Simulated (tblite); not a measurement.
Species: C5H11O2P.
Cartesian coordinates in Å at the GFN2-xTB level; atoms count from 1:
```
atom  x, y, z in Å
C1     2.6775    0.2284    0.4952
C2     1.9032   -0.0348   -0.7868
C3     0.4955    0.5457   -0.7170
P4    -0.4341   -0.2547    0.6505
O5    -0.3310   -1.7161    0.7023
C6    -2.1831    0.3947    0.4774
C7    -3.0897   -0.5928   -0.1721
O8    -2.4782    1.4914    0.8654
H9     2.7272    1.2947    0.7081
H10    3.6916   -0.1556    0.4143
H11    2.1876   -0.2767    1.3282
H12    1.8253   -1.1135   -0.9415
H13    2.4315    0.3953   -1.6414
H14    0.5064    1.6252   -0.5629
H15   -0.0495    0.3323   -1.6429
H16   -0.0293    0.4213    1.8017
H17   -2.6502   -0.8971   -1.1229
H18   -3.1198   -1.4836    0.4563
H19   -4.0906   -0.1950   -0.3195
```

Method: GFN2-xTB as coded in tblite; computed harmonic values from a numerical Hessian at the method's own geometry, unscaled. This tight-binding method is rough: wavenumbers can miss measured ones by several per cent, in bad cases by 10 to 20. Modes of hydrogen on phosphorus can be 10 to 20 % off. One conformer, not necessarily the lowest.

Harmonic wavenumbers (cm⁻¹): 31.1, 62.7, 88.4, 107.2, 111.9, 178.6, 196.4, 264.1, 314.3, 370.8, 384.5, 440.5, 473.4, 641.1, 695.3, 748.0, 834.4, 872.3, 919.5, 935.8, 948.7, 969.8, 1017.8, 1051.8, 1112.3, 1118.9, 1183.0, 1227.1, 1266.0, 1276.6, 1338.0, 1350.4, 1409.3, 1417.9, 1421.3, 1425.9, 1476.6, 1490.4, 1497.4, 1771.2, 2278.0, 2925.1, 2963.6, 2977.9, 2984.7, 2991.3, 3004.2, 3008.2, 3026.0, 3042.9, 3044.8.

A = 3233, B = 985.5, C = 897.2 MHz; mass 134.050 u (most abundant isotopes); point group C1, symmetry number 1.

Q: Zero-point energy?

A: Half the sum of the wavenumbers: 33344 cm⁻¹ = 398.88 kJ/mol.

Q: Entropy at 350 K, 1 bar (ideal gas, RRHO, classical rotation)?

A: Translation 173.28, rotation 123.80, vibration 163.95: S = 461.0 J/(mol K).

Q: And Cp and H(350 K) − H(0)?

A: Cp = 182.97 J/(mol K), of which vibrations give 149.71 (their classical limit is 51 R = 424.0); H(350 K) − H(0) = 39.82 kJ/mol without the zero-point energy, 28.18 from vibrations.

Q: What must be added to the electronic energy to get the Gibbs energy at 350 K and 1 bar?

A: ZPE + [H(350 K) − H(0)] − T·S = 398.88 + 39.82 − 161.36 = 277.34 kJ/mol.

Q: Which modes carry the vibrational entropy at 350 K?

A: 31.1 cm⁻¹: 25.42; 62.7 cm⁻¹: 19.61; 88.4 cm⁻¹: 16.78; 107.2 cm⁻¹: 15.19; 111.9 cm⁻¹: 14.84; 178.6 cm⁻¹: 11.07 J/(mol K); the other 45 give 61.03 together.

Q: Blend soft modes into free rotors: weight 1/[1 + (100 cm⁻¹/ν̃)⁴] for the oscillator and the rest for a rotor with moment μB/(μ + B), μ = h/(8π²ν), B = 10⁻⁴⁴ kg m². What vibrational entropy results?

A: 147.07 J/(mol K) in place of 163.95, which changes −T·S at 350 K by +5.91 kJ/mol.

Hindered rotation and anharmonicity are outside this model. Other conformers, if any are populated, would add a mixing term that is left out. The structure is chiral; the term R ln 2 for an equal mix with its mirror image is left out.

Hardware: one thread of an Arm Neoverse V2, no GPU (shared host). Cost: 0.57 s. The figure is for the frequency step alone.
